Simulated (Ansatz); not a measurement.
Computed with Ansatz on PBE0-D4/def2-TZVP structures; ΔE is electronic, products minus reactants. CCSD(T)/CBS adds triple-zeta CCSD(T) − MP2 to the extrapolated MP2 energy (def2 sets, frozen cores). This one scheme is used for every species. Functionals use def2-TZVPP. One conformer a species, not always the lowest.

Reaction (substitution at a C–C bond): `OCC(F)(F)C(F)F` + H–F → `OCC(F)(F)F` + difluoromethane

| species | revPBE-D4 energy (Eh) |
| --- | --- |
| `OCC(F)(F)C(F)F` | -591.40354 |
| H–F | -100.45779 |
| `OCC(F)(F)F` | -452.84293 |
| `FCF` | -239.01916 |

Problem. Work out ΔE.

Solution. ΔE = (-452.84293) + (-239.01916) − (-591.40354) − (-100.45779) = -0.00076 Eh = -0.5 kcal/mol. CCSD(T)/CBS gives +1.7 kcal/mol.

Largest T1 diagnostic among the species: 0.012.

In def2-TZVPP, CCSD(T) changes the Hartree–Fock value by +6.3 kcal/mol (the triples alone add +0.6 kcal/mol) and MP2 by +7.3 kcal/mol. At CCSD(T), def2-SVP lies −4.3 kcal/mol from the extrapolated value and def2-TZVPP −1.3 kcal/mol.
